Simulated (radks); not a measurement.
Problem. These are the eigenvalues of the occupied orbitals of an atom or ion with whole-number occupations (eV). Method: Dirac Kohn-Sham, RPBE, spin-unpolarised, spherical densities, point nucleus; computed with a radial shooting solver on a logarithmic mesh with Libxc functionals.

orbital  eigenvalue
1s1/2     -24165.38
2s1/2     -3536.884
2p1/2     -3280.932
2p3/2     -3121.551
3s1/2     -646.9723
3p1/2     -546.0252
3p3/2     -518.2423
3d3/2     -339.7509
3d5/2     -334.2116
4s1/2      -96.5134
4p1/2      -65.3842
4p3/2      -60.9495
4d3/2      -14.7949
4d5/2      -14.3162

Which element is it, and in what charge state? The configuration may be excited. Open shells, if any, fill j = l - 1/2 first.

Solution. Z = 46, palladium, charge +1: Pd+ in [Kr] 4d9. The list shows which subshells hold electrons but not how many an open one holds; the 1s level, -888.06 hartree, gives Z - s = 42.1 by -(Z - s)^2/2, which with screening and relativity narrows Z to a few neighbours, and the depths of the outer levels then fix element, charge and occupations together.
